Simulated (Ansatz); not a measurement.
Job for Ansatz (a first-principles code): R-r2SCAN/def2-TZVPPD on CH5NO (a complex), monomers drawn apart or pushed together. Files ending in .json are basis or fitting sets from the Basis Set Exchange.

Ansatz 0.2 input:
```yaml
crystal:
  periodic: [false, false, false]
  atoms:
    - {symbol: H, position_ang: [-0.31464169, -0.21504588, 0.47386967]}
    - {symbol: H, position_ang: [0.00558872, -0.00639791, -0.16753557]}
    - {symbol: N, position_ang: [0.99389930, 0.71624411, 3.69530202]}
    - {symbol: C, position_ang: [-0.08075198, 0.00328753, 4.11156365]}
    - {symbol: O, position_ang: [-0.87216723, -0.54942073, 3.38127033]}
    - {symbol: H, position_ang: [1.17391456, 0.81248802, 2.70899825]}
    - {symbol: H, position_ang: [1.61486287, 1.15309939, 4.35288011]}
    - {symbol: H, position_ang: [-0.16692508, -0.02557215, 5.21311231]}
basis:
  gaussian:
    orbitals: def2-TZVPPD.json
hamiltonian:
  xc: {name: r2SCAN}
scf: {lower_state_search: off}
```

The head of its log:

```
WARN ansatz: RAYON_NUM_THREADS=1 ignored (pool sized by the plan → 1); use --threads N
Functional definition: r2SCAN
these checks for a lower state are left out or cut short: stability, starts, cluster_reference, orbital_swaps, neighbouring_geometries, increment
integrals: 0.07 GiB planned
832 factors; their error is unknown
mean field: 0.73 GiB planned
mean field evaluation 1: about -4647.0552 eV, gradient 6.5e1 eV
mean field evaluation 2: about -4630.3689 eV, gradient 1.1e2 eV
```

Problem. Give the final energy of this run.

Solution. -171.0527 hartree.
